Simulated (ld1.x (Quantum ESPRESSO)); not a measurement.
**rhenium (Re), TM: configuration errors across variants**

Re (Z = 75), norm-conserving Troullier–Martins (Kleinman–Bylander form), made with ld1.x (Quantum ESPRESSO) 7.5 (PBE, fully relativistic). Core [Xe] 4f14, reference 5d5 6s2 6p0. Waves: 6s (bound): rc 2.60 bohr; 5d (bound): rc 1.55 bohr; 6p (bound, empty): rc 2.50 bohr. Local part: the p channel. Core correction: none.

Open shells are filled in proportion to 2j + 1 (rel_dist='average').

All-electron excitation energies from the reference (eV): (1) 5d5 6s1 6p0 9.255; (2) 5d5 6s0 6p0 25.580; (3) 5d4 6s0 6p0 52.699; (4) 5d3 6s0 6p0 92.031; (5) 5d5.5 6s1.5 6p0 0.379; (6) 5d5 6s0 6p1 15.000; (7) 5d5 6s1.5 6p0 3.785.

A true bound ghost makes a file unfit for plane-wave use even where its test errors are small: the radial tests pick states by their node count and pass the ghost by.

Errors AE − PS in meV (a dash: test not solved or not reliable):

```tsv
change	(1)	(2)	(3)	(4)	(5)	(6)	(7)	bound ghosts
base	+0.7	+38	-40	-255	-14	-88	-0.3	s
all radii scaled by about 0.77 (s 2.00, p 1.92, d 1.20 bohr)	+9.0	+70	+6.2	-209	-6.6	-270	+1.6	s
all radii scaled by about 0.82 (s 2.14, p 2.06, d 1.28 bohr)	+6.1	+57	+9.2	-173	-9.0	-244	+1.0	s
all radii scaled by about 0.90 (s 2.34, p 2.24, d 1.40 bohr)	+3.8	+46	+0.2	-174	-11	-171	+0.4	s
all radii scaled by about 1.06 (s 2.74, p 2.64, d 1.64 bohr)	+12	+33	-72	-319	-7.7	-46	+2.6	none
all radii scaled by about 1.13 (s 2.94, p 2.82, d 1.76 bohr)	+4.6	+28	-108	-391	-9.1	-36	+0.9	none
all radii scaled by about 1.24 (s 3.22, p 3.10, d 1.92 bohr)	+2.4	+16	-165	-503	-6.9	-41	+0.5	none
all radii scaled by about 1.38 (s 3.60, p 3.46, d 2.14 bohr)	-1.0	-28	-334	-819	+0.4	-80	+0.2	none
```

(1) Give the same row for: all radii scaled by about 1.31 (s 3.40, p 3.28, d 2.04 bohr).

## Answers

(1) +0.8, -5.2, -253, -671, -2.9, -61, +0.4; bound ghosts: none.
